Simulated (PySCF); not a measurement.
SMILES c1c(C(C)(C)C)sc(C)c1 (C9H14S), GFN2-xTB optimised geometry.

```
24

C      3.46     0.48     0.00
C      1.97     0.48     0.00
C      1.12     1.53     0.00
C     -0.25     1.16     0.00
C     -0.44    -0.19     0.00
C     -1.71    -0.98     0.00
C     -1.75    -1.86    -1.26
C     -1.75    -1.88     1.25
C     -2.93    -0.06     0.01
S      1.09    -1.02     0.00
H      3.83     1.50    -0.03
H      3.84    -0.01     0.90
H      3.84    -0.06    -0.86
H      1.45     2.56     0.00
H     -1.04     1.88     0.00
H     -0.91    -2.55    -1.27
H     -2.67    -2.45    -1.28
H     -1.71    -1.24    -2.15
H     -2.67    -2.46     1.26
H     -0.90    -2.56     1.25
H     -1.71    -1.27     2.15
H     -2.93     0.57     0.89
H     -2.93     0.58    -0.88
H     -3.84    -0.65     0.00
```

Density from PySCF 2.14.0 with PBE0/def2-SVP at that geometry.

Minimum of the electron density along straight lines between bonded atoms, close to the bond critical point (lines longer than 1.1 times the sum of covalent radii, or with two minima, are not listed):

```tsv
bond	length / Å	ρ at the minimum / e bohr⁻³	∇²ρ there / e bohr⁻⁵	position (fraction from the first atom)
C1–C2	1.487	0.257	-0.61	0.49
C2–C3	1.356	0.325	-0.82	0.51
C3–C4	1.416	0.294	(withheld)	0.50
C4–C5	1.357	0.323	-0.81	0.49
C5–C6	1.503	0.254	-0.59	0.52
C6–C7	1.534	0.241	-0.54	0.50
C6–C8	1.534	0.241	-0.54	0.50
C6–C9	1.531	0.243	-0.55	0.50
C2–S10	1.736	0.210	-0.43	0.46
C5–S10	1.742	0.208	-0.42	0.46
C1–H11	1.088	0.276	-1.02	0.63
C1–H12	1.090	0.275	-1.00	0.63
C1–H13	1.090	0.275	-1.00	0.63
C3–H14	1.076	0.282	-1.07	0.63
C4–H15	1.075	0.284	-1.08	0.63
C7–H16	1.088	0.277	-1.01	0.62
C7–H17	1.088	0.276	-1.00	0.62
C7–H18	1.088	0.277	-1.01	0.63
C8–H19	1.088	0.276	-1.01	0.62
C8–H21	1.088	0.277	-1.02	0.63
C9–H22	1.087	0.277	-1.01	0.62
C9–H23	1.087	0.277	-1.01	0.62
C9–H24	1.088	0.276	-1.01	0.62
```

Complete the blanks.


- C3–C4, ∇²ρ there / e bohr⁻⁵: -0.72
